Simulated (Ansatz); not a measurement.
Consider the cleavage of the B–Si bond: `C[SiH](N)BF` + H–F → `FBF` + `C[SiH2]N`.

Gas-phase electronic energies from Ansatz, PBE0-D4/def2-TZVP geometries. CBS: MP2 limit from def2 TZ/QZ plus the TZ coupled-cluster correction, frozen cores. This one scheme is used for every species. Functionals use def2-TZVPP. One conformer a species, not always the lowest.

`C[SiH](N)BF`:

```xyz
12

C    -0.334    1.395   -0.801
Si    0.379   -0.247   -0.229
N     1.384   -0.189    1.170
B    -1.127   -1.549    0.199
F    -1.951   -1.941   -0.763
H    -0.937    1.257   -1.704
H    -0.969    1.848   -0.034
H     0.465    2.103   -1.037
H     1.210   -0.771   -1.354
H     2.262    0.304    1.172
H     0.978   -0.206    2.091
H    -1.360   -2.004    1.292
```

H–F:

```xyz
2

F     0.277   -0.367    0.001
H    -0.277    0.367   -0.001
```

`FBF`:

```xyz
4

F     0.196   -0.816    0.984
B     0.005    0.039    0.006
F    -0.343   -0.434   -1.169
H     0.142    1.210    0.179
```

`C[SiH2]N`:

```xyz
10

C    -0.917   -0.112    1.051
Si    0.579    0.378    0.038
N     0.667   -0.266   -1.555
H    -0.876    0.348    2.042
H    -0.966   -1.196    1.185
H    -1.843    0.211    0.568
H     1.801   -0.076    0.757
H     0.592    1.861   -0.093
H     0.892   -1.235   -1.707
H     0.071    0.086   -2.286
```

```
             level  ΔE (eV)  difference from CCSD(T)/CBS
         r2SCAN-D4    -2.09                        -0.09
           PBE0-D4    -1.96                         0.04
           ωB97X-V    -2.04                        -0.04
           ωB97M-V    -2.10                        -0.10
            r2SCAN    -2.10                        -0.10
              PBE0    -2.00                         0.00
     HF/def2-TZVPP    -2.31                        -0.31
    MP2/def2-TZVPP    -2.09                        -0.09
   CCSD/def2-TZVPP    -2.08                        -0.08
CCSD(T)/def2-TZVPP    -2.05                        -0.05
     HF/def2-QZVPP    -2.32                        -0.32
    MP2/def2-QZVPP    -2.07                        -0.07
SCS-MP2/def2-QZVPP    -2.09                        -0.09
      HF/CBS(def2)    -2.32                        -0.32
     MP2/CBS(def2)    -2.04                        -0.04
    CCSD/CBS(def2)    -2.03                        -0.03
       CCSD(T)/CBS    -2.00                            0
```

Largest T1 diagnostic among the species: 0.013.

The D4 term adds +0.07 eV with B3LYP and +0.04 eV with PBE0; it sums over pairs of atoms, weighted by their polarisabilities, and B3LYP, whose exchange is more repulsive, gets the larger term. From PBE to PBE0 (25 % exact exchange), in def2-TZVPP and without D4, ΔE moves by −0.04 eV.

B3LYP here is the variant with VWN-RPA as its local correlation; programs differ in this.
